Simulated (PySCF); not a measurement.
C₂H₄F₂OSi, SMILES FC1(F)OC[SiH2]1.

Geometry optimised at B3LYP-D3(BJ)/def2-SVP. The structure was generated by enumeration, and PubChem lists no compound with its InChIKey, so it may never have been made.

Method: M06-2X/def2-TZVP in PySCF.

Symmetry labels are those of the subgroup Cs that the program uses (full group Cs).

Computed valence orbital energies around the gap with their symmetry:
| orbital | symmetry | energy (eV) |
|---|---|---|
| HOMO−7 | A' | -14.67 |
| HOMO−6 | A" | -14.34 |
| HOMO−5 | A' | -13.76 |
| HOMO−4 | A" | -13.63 |
| HOMO−3 | A" | -11.79 |
| HOMO−2 | A" | -10.50 |
| HOMO−1 | A' | -10.37 |
| HOMO | A' | -10.01 |
| LUMO | A' | 0.00 |
| LUMO+1 | A' | 1.18 |
| LUMO+2 | A" | 1.69 |
| LUMO+3 | A' | 2.17 |
